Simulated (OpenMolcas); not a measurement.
# What dynamic correlation does to the levels of Rb

```yaml
Program: OpenMolcas 26.06
Basis: ANO-RCC-VQZP [8s7p4d2f1g]
Scalar_Hamiltonian: DKH2, point nucleus
Active_space: 1 electron in 8 orbitals (5s 5p 6s 6p)
State_averaging: 2S+1 = 2 even, 1 root; 2S+1 = 2 odd, 3 roots
Spin-orbit_coupling: RASSI with atomic mean-field integrals over the reference wave functions, term energies averaged over their components
```

Methods on the same reference wave functions:
A. CASSCF
B. SS-CASPT2, IPEA 0.25 Eh, imaginary shift 0.1 Eh (closed shells correlated: 4s 4p)

Energies in cm-1 above 5s 2S 1/2, the measured ground level; measured values from NIST Handbook of Basic Atomic Spectroscopic Data.

```
     Level      A      B  Measured
 5s 2S 1/2    0.0    0.0       0.0
5p 2P* 1/2  10738  12565     12579
5p 2P* 3/2  10873  12700     12817
```

Deviations, from unrounded energies. A percentage is the sum of absolute deviations over the sum of measured energies, with the sign that they share, or ± where signs differ.

| Against measurement | Levels | A | B |
| --- | --- | --- | --- |
| mean absolute deviation (cm-1) | 2 | 1900 | 65 |
| other configurations (%) | 2 | -14.9 | -0.5 |

B lies closest to measurement on these levels. The largest miss of B in the table is 5p 2P* 3/2, by -120 cm-1. The ranking rests on the paired levels alone, and a cruder setting can come out closer through cancelling errors.

The lowest spin-free term lies below A's lowest term by 0.208 hartree in B.

With one active electron outside closed inactive shells, the extra shells (6p 6s) add no correlation to the reference. ANO sets are built for ground and valence states and can reach diffuse excited orbitals poorly. With one active electron the reference holds no correlation, so core polarisation is missing (holds for A). With one active electron, CASPT2 adds the correlation within the correlated inactive shells and between them and that electron, and leaves the splitting within a term as the reference gives it (holds for B). Measured partners are found by configuration, term and J. A level has none where our copy of the source lacks it or the pairing is in doubt (some pairs that miss far off the trend of their configuration count as doubtful), and it then counts in no deviation. Only configurations of the active space appear.

* marks odd parity.
